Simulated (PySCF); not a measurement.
C₄H₁₀As₂S.
Numbering: `[CH3:1][C:2](=[S:3])[C@H:4]([AsH2:5])[CH2:6][AsH2:7]` (hydrogens: H8, H9, H10 on C1; H11 on C4; H12, H13 on As5; H14, H15 on C6; H16, H17 on As7)

Level of theory: PBE0-D3(BJ)/def2-SVP geometry optimisation, gas phase (PySCF).

(1) What internal coordinates does the optimisation give?

Results:

(1) 
```tsv
bond	length (Å)
C1–C2	1.498
C2=S3	1.632
C2–C4	1.498
C4–As5	2.025
C4–C6	1.524
C6–As7	1.993
C1–H8, C1–H9, C1–H10	1.101
C4–H11	1.098
As5–H12, As5–H13	1.525
C6–H14	1.102
C6–H15	1.099
As7–H16, As7–H17	1.526
```

Bonds in one row agree within 0.01 Å and their mean is given. A selection of angles:
```tsv
angle	degrees
C2–C1–H8	111.3
C2–C1–H9	109.4
H8–C1–H9	106.9
H8–C1–H10	110.0
C1–C2–S3	122.1
C1–C2–C4	117.0
S3–C2–C4	120.9
C2–C4–As5	106.8
C2–C4–C6	115.9
C2–C4–H11	108.3
As5–C4–C6	108.5
As5–C4–H11	105.9
C6–C4–H11	110.9
C4–As5–H12	94.3
H12–As5–H13	92.4
C4–C6–As7	111.4
C4–C6–H14	111.7
C4–C6–H15	110.1
As7–C6–H14	106.9
As7–C6–H15	109.5
H14–C6–H15	107.2
C6–As7–H16	94.9
H16–As7–H17	92.4
```

Dihedral angles: C1–C2–C4–As5 78° (synclinal); C2–C4–C6–As7 -59° (synclinal).

The C–C distances run from 1.498 Å (C1–C2, drawn single) to 1.524 Å (C4–C6, drawn single), a spread of 0.026 Å. As5 (arsenic bonded to C and 2 H) is pyramidal (angles 94.3°, 93.3° and 92.4°, sum 280.0°, 0.90 Å off the plane of its three neighbours). Of the pairs four or more bonds apart, C1···H14 is among the closest relative to their van der Waals radii: 2.74 Å, 95 % of the sum of Bondi's values. As7 (arsenic bonded to C and 2 H) is pyramidal (angles 94.9°, 94.7° and 92.4°, sum 282.0°, 0.88 Å off the plane of its three neighbours). The As–C distances run from 1.993 Å (C6–As7, drawn single) to 2.025 Å (C4–As5, drawn single), a spread of 0.032 Å.

Point group: C1 (no symmetry element, even within 0.4 Å). PBE0-D3(BJ)/def2-SVP frequencies: not computed here. One conformer, not necessarily the lowest (C1–C2–C4–As5 78°, C2–C4–As5–H 70° and 163°, C2–C4–C6–As7 -59°, C4–C6–As7–H -162° and -69°).

Time: 5.0 min; peak memory 1.1 GiB. Hardware: an Arm Neoverse N1 with one thread, shared host. That covers the optimisation of the geometry.
